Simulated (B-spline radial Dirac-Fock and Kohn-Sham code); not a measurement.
**Relativistic shifts of the levels of Nd¹⁸⁺**

System: the Nd¹⁸⁺ ion, 1s2 2s2 2p6 3s2 3p6 3d10 4s2 4p6 4d6.

Both columns are ΔSCF binding energies of the configuration average from an atomic code on a B-spline grid: non-relativistic Hartree-Fock with a point nucleus, and Dirac-Fock with a finite nucleus and the Coulomb interaction alone, averaged over the two j levels with weights 2j+1.

```tsv
shell	Hartree-Fock (eV)	Dirac-Fock (eV)	shift (eV)	shift (%)
1s	41950.7	44210.0	+2259.34	+5.39
2s	7044.8	7618.9	+574.08	+8.15
2p	6683.7	6862.5	+178.82	+2.68
3s	1907.1	2039.7	+132.63	+6.95
3p	1749.0	1794.5	+45.47	+2.60
3d	1457.7	1445.6	-12.16	-0.83
4s	705.1	740.1	+35.04	+4.97
4p	639.0	651.0	+11.98	+1.87
4d	528.6	526.3	-2.28	-0.43
```

Relativity binds 1s, 2s, 2p, 3s, 3p, 4s, 4p more strongly, among those listed most of all 2s in relative terms, and 3d, 4d more weakly, because the contracted s and p shells screen the nucleus better.

Values without a named source are computed, but for edge energies of neutral atoms, which are taken from tables.
